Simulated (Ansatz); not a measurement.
SnH₃SeO (SMILES O[Se][SnH2+]) (charge +1), singlet: a single point displaced at random from a GFN2-xTB minimum.

The input file, in.yaml:

```yaml
crystal:
  periodic: [false, false, false]
  atoms:
    - {symbol: O, position_ang: [-1.940800, -0.768900, -0.197700]}
    - {symbol: Se, position_ang: [-0.406900, -1.219100, -1.206800]}
    - {symbol: Sn, position_ang: [1.203100, 0.580200, -0.036800]}
    - {symbol: H, position_ang: [-2.270800, -1.476600, 0.373400]}
    - {symbol: H, position_ang: [2.865600, 1.330100, -0.445200]}
    - {symbol: H, position_ang: [0.604200, 1.431500, 1.476300]}
basis:
  gaussian: {orbitals: def2-TZVPP}
total_charge: 1
correlation: {method: ccsd_t}
output: {forces: true}
```

An equivalent command:

```bash
ansatz run in.yaml --threads 4 --pin off --events-out ev --progress --plain
```

The run's output (Ansatz 0.2.0):

```
Functional definition: HF
  name "HF"
  cite "Fock, Z. Phys. 61, 126 (1930) doi:10.1007/BF01340294"
  parent pbe
  exchange = exact_x
  correlation = 0
1232 factors; integrals over basis functions are off by at most 7.6e-4 eV
mean field evaluation 1: about -73177.9465 eV, gradient 5.9e1 eV
mean field evaluation 2: about -73178.1398 eV, gradient 5.9e1 eV
mean field evaluation 4: about -73185.3328 eV, gradient 5.5e0 eV
mean field evaluation 8: about -73185.4930 eV, gradient 8.3e-1 eV
mean field evaluation 16: about -73185.4995 eV, gradient 1.6e-6 eV
mean field evaluation 32: about -73184.9971 eV, gradient 7.9e0 eV
mean field -73185.49950360 eV, -2689.5174998440 hartree, gradient 1.9e-6 eV, S^2 0.000000; 2 other end points of the search recorded, 0 dependent functions left out
14 core orbitals not correlated: weight in the atoms' cores, before any rotation towards them, 1.000 or more for the frozen orbitals, at most 0.000 for the correlated occupied ones
reference -73185.49950360 eV, -2689.5174998440 hartree; 19, 19 occupied and 138, 138 virtual orbitals, 1232 factors
second order -22.13648865 eV of doubles, -0.00000000 eV of singles
cycle   1  -21.68103214 eV  change    4.6e-1 eV  update   1.4e-1
cycle   2  -22.32705260 eV  change   -6.5e-1 eV  update   4.9e-2
cycle   3  -22.51521668 eV  change   -1.9e-1 eV  update   3.6e-2
cycle   4  -22.50194281 eV  change    1.3e-2 eV  update   1.4e-2
cycle   5  -22.48997185 eV  change    1.2e-2 eV  update   9.1e-3
cycle   6  -22.49504541 eV  change   -5.1e-3 eV  update   4.5e-3
cycle   7  -22.49586800 eV  change   -8.2e-4 eV  update   1.9e-3
cycle   8  -22.49498250 eV  change    8.9e-4 eV  update   8.4e-4
cycle   9  -22.49515789 eV  change   -1.8e-4 eV  update   4.5e-4
cycle  10  -22.49552768 eV  change   -3.7e-4 eV  update   2.0e-4
cycle  11  -22.49524292 eV  change    2.8e-4 eV  update   1.1e-4
cycle  12  -22.49527988 eV  change   -3.7e-5 eV  update   5.6e-5
cycle  13  -22.49529057 eV  change   -1.1e-5 eV  update   2.2e-5
cycle  14  -22.49529795 eV  change   -7.4e-6 eV  update   1.2e-5
cycle  15  -22.49531121 eV  change   -1.3e-5 eV  update   5.0e-6
cycle  16  -22.49531494 eV  change   -3.7e-6 eV  update   2.7e-6
perturbative correction -0.88709201 eV, -0.0326000301 hartree
the calculation of the forces begins
mean field evaluation 64: about -73185.2582 eV, gradient 1.5e0 eV
Total energy: -73208.88191055 eV, -2690.3767874502 hartree
Atom 0 at    -1.940800    -0.768900    -0.197700 Å, force     1.316302     0.315426    -1.158805 eV/Å
Atom 1 at    -0.406900    -1.219100    -1.206800 Å, force    -0.663778     1.355779     1.903802 eV/Å
Atom 2 at     1.203100     0.580200    -0.036800 Å, force     0.019715     0.529025     0.569611 eV/Å
Atom 3 at    -2.270800    -1.476600     0.373400 Å, force     0.589567    -0.438021    -0.104399 eV/Å
Atom 4 at     2.865600     1.330100    -0.445200 Å, force    -1.537014    -0.935256     0.081934 eV/Å
Atom 5 at     0.604200     1.431500     1.476300 Å, force     0.275208    -0.826953    -1.292143 eV/Å
Dipole moment:     0.417844     0.082327     0.280259 e Å
```

The lines “mean field evaluation” count trial sets of orbitals through the whole run, from several starts and some on an approximate energy, so they need not fall steadily or lie above the final value.

Hardware: 4 CPU threads, shared host. Wall time 4.3 min; peak host memory 3 GiB.
